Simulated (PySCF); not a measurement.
SnHI₃, SMILES [I][SnH]([I])[I].

Geometry optimised at B3LYP-D3(BJ)/def2-SVP. The structure was generated by enumeration; whether it is a known compound was not checked. The def2 effective core potentials stand for the cores of I, Sn; spin–orbit coupling is left out.

Two levels are set side by side: PBE/def2-TZVP (PySCF) and M06-2X/def2-TZVP (PySCF). Same geometry, gas phase. Differences are taken from unrounded values.

| quantity | M06-2X | PBE | PBE minus M06-2X |
|---|---|---|---|
| orbital gap (eV) | 6.62 | 2.73 | -3.89 |
| highest occupied level (eV) | -8.95 | -6.66 | 2.29 |
| lowest empty level (eV) | -2.33 | -3.92 | -1.60 |
| dipole moment (D) | 1.21 | 0.94 | -0.27 |
| mean polarisability (bohr³) | 139.7 | 148.8 | 9.1 |

Without exact exchange PBE keeps part of each electron's self-repulsion, which lifts occupied levels and narrows the gap. PBE's more diffuse valence density responds more strongly to a field. Differences between two approximate levels are no errors against the true value.

Rough cost on one machine, each run with all the roots and properties that it gave: M06-2X against PBE about 2 times.
